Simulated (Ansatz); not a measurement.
Start from CH₃NH₂ and change one element to get `[NH2][GeH3]`.

Ansatz, PBE0-D4/def2-TZVP geometries, multiplicity 1. 

Scalar relativity is left out up to krypton.

| property | CH₃NH₂ |
| --- | --- |
| ideal-gas entropy at 298 K and 1 bar (rigid rotor, harmonic PBE0-D4/def2-TZVP) / J/(mol·K) | 240 |
| size of the dipole moment (PBE/def2-TZVPP) / D | 1.25 |
| size of the dipole moment (B3LYP/def2-TZVPP) / D | 1.30 |
| HOMO energy (PBE/def2-TZVPP) / eV | -5.27 |
| zero-point energy (PBE0-D4/def2-TZVP) / kJ/mol | 168.5 |
| HOMO–LUMO gap (B3LYP/def2-TZVPP) / eV | 7.34 |

Q: Give the same properties after the change, and the shifts. (An estimate is asked.)

A: Ansatz gave: 
| property | `[NH2][GeH3]` | shift |
| --- | --- | --- |
| ideal-gas entropy at 298 K and 1 bar (rigid rotor, harmonic PBE0-D4/def2-TZVP) / J/(mol·K) | 275 | 35 |
| size of the dipole moment (PBE/def2-TZVPP) / D | 1.09 | -0.16 |
| size of the dipole moment (B3LYP/def2-TZVPP) / D | 1.11 | -0.19 |
| HOMO energy (PBE/def2-TZVPP) / eV | -5.88 | -0.61 |
| zero-point energy (PBE0-D4/def2-TZVP) / kJ/mol | 128.2 | -40.3 |
| HOMO–LUMO gap (B3LYP/def2-TZVPP) / eV | 7.19 | -0.15 |

With PBE0 the HOMO falls by 0.54 eV and the LUMO falls by 0.74 eV, so the gap narrows by about 0.20 eV. PBE moves the HOMO by -0.61 eV and ωB97M-V by -0.46 eV. Dipoles are sizes alone; their direction can turn.

B3LYP here is the variant with VWN-RPA as its local correlation; programs differ in this.
